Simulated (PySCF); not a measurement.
SnOBr, SMILES [Br][Sn]=[O], multiplicity 2. Atoms are numbered in the order given.

```xyz
3

Sn     0.3038     0.9012     0.0000
O     -1.6158     1.3384     0.0000
Br    -0.0647    -1.5933     0.0000
```
Charge 0, spin multiplicity 2.

Geometry: r2SCAN-D4/def2-TZVP. The def2 effective core potentials stand for the cores of Sn; spin–orbit coupling is left out.

These are r2SCAN-D4/def2-TZVP (PySCF 2.14.0) values and carry that method's errors.

Frequencies are harmonic and unscaled.

Computed harmonic wavenumbers and intensities:
| mode | ν (cm⁻¹) | IR (km/mol) | moving atoms (share of kinetic energy) |
|---|---|---|---|
| 1 | 64 | 10.9 | O 77 %, Sn 11 %, Br 11 % |
| 2 | 236 | 29.9 | Br 60 %, Sn 40 % |
| 3 | 544 | 6.6 | O 89 %, Sn 11 % |
